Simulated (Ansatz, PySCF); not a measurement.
Gas-phase reaction in SMILES: CO[Si](Br)(Br)Br + 5 [H][H] (H2) -> 3 Br (HBr) + C (CH4) + O (H2O) + [SiH4] (SiH4)
Structures are relaxed separately at B3LYP-D3(BJ)/def2-TZVP in Ansatz (a first-principles code), one conformer each, not searched for the lowest. Frequencies are from Ansatz or PySCF.
Geometry of the first species:
```xyz
9

Si    -0.2451    -0.0137    -0.1955
Br     0.0921    -1.7579     1.1353
Br    -0.0120     1.8328     1.0141
Br     1.1993    -0.0278    -1.8543
O     -1.7181    -0.0785    -0.8501
C     -2.9599    -0.0907    -0.1436
H     -3.7519    -0.1388    -0.8876
H     -3.0199    -0.9629     0.5096
H     -3.0716     0.8185     0.4495
```
Charge 0, spin multiplicity 1.

Quantity: energy of full hydrogenation (enthalpy at 298 K, with B3LYP-D3(BJ) rigid-rotor harmonic-oscillator terms), in kcal/mol. Correlated levels leave the core frozen unless marked. Spin-orbit coupling is left out. Frozen are the shells of the preceding noble gas and the d and f shells that filled before the atom's block. Non-relativistic. Basis-set limits of correlation are two-point, X^-3; Hartree-Fock from the larger set.

| level | program | energy of full hydrogenation (kcal/mol) |
|---|---|---|
| HF/def2-QZVPP | Ansatz | 33.1 |
| B3LYP/def2-TZVPD | Ansatz | 40.2 |
| PBE0/STO-3G | Ansatz | 70.0 |
| PBE0/def2-SVP | Ansatz | 38.0 |
| PBE0-D4/def2-TZVP | Ansatz + dftd4 | 52.4 |
| r2SCANh-D4/def2-TZVPD | Ansatz + dftd4 | 54.8 |
| LC-wPBE-D3(BJ)/def2-TZVPD | Ansatz + dftd3 | 48.9 |

Q: Predict the CCSD(T)/CBS(def2-TZVPPD,def2-QZVPPD) result (Ansatz).

A: 50.7 kcal/mol
